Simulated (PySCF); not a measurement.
How methods differ on the ionisation energy of Ba²⁶⁺

Ba²⁶⁺ [Ar] 3d10 4s2 → Ba²⁷⁺ [Ar] 3d10 4s1 [4s1/2^1, M_J = 1/2], as a difference of total energies. Computed with PySCF 2.14 in an uncontracted even-tempered set (17 s from 2.1 bohr⁻², ratio 2.8; 13 p from 2.7 bohr⁻², ratio 2.8; 8 d from 4.8 bohr⁻², ratio 2.8; 4 f from 12 bohr⁻², ratio 3), with the two-component X2C-1e Hamiltonian. Correlated levels: [Ne] frozen; the 74 highest virtual spinors dropped. "Screened" scales the spin-orbit matrix elements by Boettger's factors to mimic the two-electron term; Breit and QED terms are absent.

| method | ionisation energy (eV) |
| --- | --- |
| GHF (spin-free) | 928.91 |
| GMP2 (spin-free) | 931.42 |
| GHF (screened spin-orbit) | 928.86 |
| GMP2 (screened spin-orbit) | 931.38 |

Q: How much does correlation contribute at GMP2 (screened spin-orbit)?

A: 931.38 − (928.86) = 2.52 eV, measured against GHF (screened spin-orbit).

Breit and QED terms and the two-electron picture change are absent.

For comparison: 935 ± 4 eV (theoretical estimate listed by NIST; NIST Atomic Spectra Database, ionization energies).
